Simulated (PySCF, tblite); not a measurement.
C7H10O2S.
Z-matrix (Å and degrees, GFN2-xTB geometry), rows numbered from 1:
```
C 
C   1  1.5059
O   2  1.2019  1  125.28
O   2  1.3385  1  110.39  3   179.22
C   4  1.4261  2  118.49  1  -179.76
C   5  1.5249  4  110.98  2   -72.01
C   5  1.5480  4  116.52  2    61.75
C   7  1.5390  5   89.53  4   121.63
C   8  1.4990  7   89.01  5    -7.94
S   9  1.6045  5  133.16  4    51.91
H   1  1.0882  2  108.86  3   -68.00
H   1  1.0870  2  109.28  3    49.75
H   1  1.0851  2  110.23  3   171.53
H   6  1.0881  5  109.32  4   -54.79
H   6  1.0873  5  109.47  4    65.22
H   6  1.0867  5  110.04  4  -174.57
H   7  1.0870  5  112.39  4     6.54
H   7  1.0860  5  114.44  4  -119.00
H   8  1.0893  7  116.58  5  -124.87
H   8  1.0902  7  114.71  5   107.27
```

The calculation used PBE0/pcSseg-1 in PySCF (dipole) on a GFN2-xTB geometry, gas phase.

Masses are those of the commonest isotopes; rigid-rotor values at the optimised geometry. The values belong to one conformer with, in the numbering `[CH3:1][C:2](=[O:3])[O:4][C@@:5]1([CH3:6])[CH2:7][CH2:8][C:9]1=[S:10]`, C1–C2–O4–C5 180°, C2–O4–C5–C6 -72°, O4–C5–C7–C8 122°, C5–C7–C8–C9 -8°, C7–C8–C9–S10 -170°, O4–C5–C9–C8 -126°.

Q: Give the principal moments of inertia and the rotational constants in GHz.

A: Ia = 263.31, Ib = 650.58, Ic = 754.30 u·Å²; 505379 MHz·u·Å²/I gives 1919, 776.8 and 670.0 MHz, that is A = 1.9194, B = 0.7768, C = 0.6700 GHz.

Q: Classify the top.

A: An asymmetric top. Ray's parameter κ = (2B − A − C)/(A − C) = -0.829; −1 is the prolate and +1 the oblate limit.

Q: What does the inertial defect say?

A: Not planar: Δ = Ic − Ia − Ib = -159.59 u·Å². For a rigid frame Δ = −2 Σ m c², so Σ m c² = 79.79 u·Å² lies off the ab plane: 22.61 from hydrogen and 57.18 from heavier atoms. The atom farthest from that plane is 2.35 Å away.

Q: Give the coordinates in the principal-axis frame, origin at the centre of mass.

A: The sense of each axis is arbitrary; atoms in the order of the calculation.
| atom | mass (u) | a (Å) | b (Å) | c (Å) |
| --- | --- | --- | --- | --- |
| C1 | 12.000 | 2.922 | 1.521 | 0.489 |
| C2 | 12.000 | 2.120 | 0.307 | 0.102 |
| O3 | 15.995 | 2.574 | -0.781 | -0.129 |
| O4 | 15.995 | 0.815 | 0.603 | 0.067 |
| C5 | 12.000 | -0.108 | -0.429 | -0.278 |
| C6 | 12.000 | -0.015 | -0.771 | -1.761 |
| C7 | 12.000 | -0.158 | -1.654 | 0.667 |
| C8 | 12.000 | -1.655 | -1.388 | 0.910 |
| C9 | 12.000 | -1.521 | -0.098 | 0.159 |
| S10 | 31.972 | -2.469 | 1.177 | -0.063 |
| H11 | 1.008 | 3.343 | 1.363 | 1.480 |
| H12 | 1.008 | 3.746 | 1.645 | -0.210 |
| H13 | 1.008 | 2.290 | 2.403 | 0.495 |
| H14 | 1.008 | -0.153 | 0.135 | -2.348 |
| H15 | 1.008 | 0.962 | -1.197 | -1.974 |
| H16 | 1.008 | -0.787 | -1.488 | -2.026 |
| H17 | 1.008 | 0.452 | -1.517 | 1.556 |
| H18 | 1.008 | 0.100 | -2.597 | 0.194 |
| H19 | 1.008 | -1.967 | -1.274 | 1.948 |
| H20 | 1.008 | -2.328 | -2.098 | 0.429 |

Q: List the rotational levels J(Ka,Kc) to J = 5 (MHz).

A: Above 0(0,0):
J = 1: 1(0,1) 1447, 1(1,1) 2589, 1(1,0) 2696
J = 2: 2(0,2) 4333, 2(1,2) 5376, 2(1,1) 5697, 2(2,1) 9124, 2(2,0) 9131
J = 3: 3(0,3) 8645, 3(1,3) 9552, 3(1,2) 10193, 3(2,2) 13465, 3(2,1) 13500, 3(3,1) 19449, 3(3,0) 19449
J = 4: 4(0,4) 14363, 4(1,4) 15112, 4(1,3) 16178, 4(2,3) 19246, 4(2,2) 19351, 4(3,2) 25249, 4(3,1) 25252, 4(4,1) 33609, 4(4,0) 33609
J = 5: 5(0,5) 21463, 5(1,5) 22051, 5(1,4) 23645, 5(2,4) 26465, 5(2,3) 26704, 5(3,3) 32505, 5(3,2) 32513, 5(4,2) 40859, 5(4,1) 40859, 5(5,1) 51608, 5(5,0) 51608

Q: Which lines would a microwave search look for?

A: The dipole components are |μa| = 0.37 D, |μb| = 0.72 D, |μc| = 0.53 D. Intensities carry the squares of the components, which stand as 0.26 : 1.00 : 0.55 (a : b : c). Some lines, for components of 0.1 D or more:

```csv
type,branch,"J(Ka,Kc)",MHz,lower level (cm⁻¹)
a,Q,"2(1,1) ← 2(1,2)",320,0.179
c,Q,"3(1,3) ← 3(0,3)",907,0.288
a,Q,"4(1,3) ← 4(1,4)",1066,0.504
b,Q,"3(1,2) ← 3(0,3)",1547,0.288
b,Q,"5(1,4) ← 5(0,5)",2182,0.716
b,Q,"5(2,3) ← 5(1,4)",3059,0.789
c,Q,"3(2,2) ← 3(1,2)",3272,0.340
b,Q,"2(2,0) ← 2(1,1)",3435,0.190
a,R,"3(1,2) ← 2(1,1)",4496,0.190
c,Q,"4(3,2) ← 4(2,2)",5898,0.645
b,Q,"3(3,1) ← 3(2,2)",5984,0.449
a,R,"5(2,4) ← 4(2,3)",7218,0.642
a,R,"5(4,1) ← 4(4,0)",7250,1.121
a,R,"5(3,3) ← 4(3,2)",7256,0.842
a,R,"5(2,3) ← 4(2,2)",7352,0.645
b,R,"5(1,5) ← 4(0,4)",7688,0.479
c,R,"3(2,2) ← 2(1,2)",8089,0.179
b,R,"4(2,2) ← 3(1,3)",9799,0.319
c,R,"3(3,1) ← 2(2,1)",10325,0.304
b,R,"3(3,0) ← 2(2,1)",10325,0.304
c,R,"5(2,3) ← 4(1,3)",10525,0.540
c,R,"5(2,4) ← 4(1,4)",11352,0.504
b,R,"5(4,2) ← 4(3,1)",15607,0.842
```

Its lowest GFN2-xTB frequency is 12 cm⁻¹, too small to tell a flat minimum from a shallow saddle. No vibrational averaging or centrifugal distortion is included, and the geometry carries the error of its method. A rigid rotor knows nothing of internal rotation, which can split or shift real lines.
